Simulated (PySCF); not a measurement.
Two species compared at the same levels of theory.

First species: ortho-chlorotoluene, C7H7Cl.
InChI=1S/C7H7Cl/c1-6-4-2-3-5-7(6)8/h2-5H,1H3

Second species: C5H14NPSi.
Numbering: `[CH2:1]=[CH:2][P:3]([SiH3:4])[CH2:5][N:6]([CH3:7])[CH3:8]` (hydrogens: H9, H10 on C1; H11 on C2; H12, H13, H14 on Si4; H15, H16 on C5; H17, H18, H19 on C7; H20, H21, H22 on C8)

Levels: PBE0/pcSseg-1 for dipole moment, HOMO energy, LUMO energy and HOMO–LUMO gap; GFN2-xTB for rotational constant A and rotational constant C. Geometries: GFN2-xTB. All species are isolated and taken at one optimised geometry, non-relativistic unless stated; the electronic structure was computed with PySCF and density fitting.

Dipoles, sizes and rotational constants follow the conformer. The torsions of the flexible species, by atom-mapped SMILES:
- `[CH2:1]=[CH:2][P:3]([SiH3:4])[CH2:5][N:6]([CH3:7])[CH3:8]`: C1–C2–P3–Si4 75°, C2–P3–C5–N6 -142°, P3–C5–N6–C7 161°

(1) Which has the higher rotational constant A?

(2) Which of the two has the higher LUMO energy, and by how much?

(3) Which of the two has the higher dipole moment, and by how much?

(4) Which has the higher rotational constant C?

(5) Which of the two has the higher HOMO–LUMO gap, and by how much?

(6) Which has the higher HOMO energy?

Results:

(1) The first: 2.911 GHz against 2.375 GHz, a difference of 0.536 GHz.

(2) The second: -0.22 eV against -0.43 eV, a difference of 0.21 eV.

(3) The second: 2.29 D against 1.48 D, a difference of 0.81 D.

(4) The first: 1.018 GHz against 0.784 GHz, a difference of 0.234 GHz.

(5) The first: 6.64 eV against 5.94 eV, a difference of 0.70 eV.

(6) The second: -6.16 eV against -7.07 eV, a difference of 0.91 eV.

On the first: The dipole matches unit charges of opposite sign 0.31 Å apart (1 e·Å = 4.8032 D). A dipole of 1.48 D is allowed in Cs, and pure rotational transitions are dipole-allowed.

On the second: The dipole matches unit charges of opposite sign 0.48 Å apart (1 e·Å = 4.8032 D).
